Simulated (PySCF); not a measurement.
## Electronic structure of Bi⁺ (bismuth, charge +1) at the UHF level

Configuration: [Xe] 4f14 5d10 6s2 6p2, high-spin 3P determinant. All numbers are calculated (PySCF 2.14, a scalar-relativistic core potential, in def2-QZVPPD with the def2 core potential (60 electrons) (8s6p5d4f1g, 88 functions)).

- Total energy: -213.293017 hartree
- One-electron energy: -366.0327 hartree
- Hartree (Coulomb) energy: 168.6519 hartree
- Exchange energy: -15.9122 hartree
- ⟨S²⟩: 2.0084
- ⟨L²⟩: 2.019
- Sum of ⟨r⟩: 29.95 bohr
- Sum of ⟨r²⟩: 53.72 bohr²
- Traceless quadrupole moment −½Σ⟨3z² − r²⟩ along its main axis: 3.61 e·bohr²

```csv
shell,electrons,mean orbital energy (eV),spread (eV),"rms radius, mean of both spins (bohr)"
5s α,1,-190.26,0,0.899
5s β,1,-189.98,0,0.899
5p α,3,-124.26,0.158,1.02
5p β,3,-124.06,0.551,1.02
5d α,5,-44.082,0.391,1.32
5d β,5,-43.781,0.695,1.32
6s α,1,-27.943,0,2.32
6s β,1,-23.918,0,2.32
6p α,2,-15.673,0,2.98
```

Energies and moments cover only the electrons outside the core potential. Spin-orbit coupling is strong in this species (close to jj coupling), so the high-spin LS determinant is a model state, not a physical level.
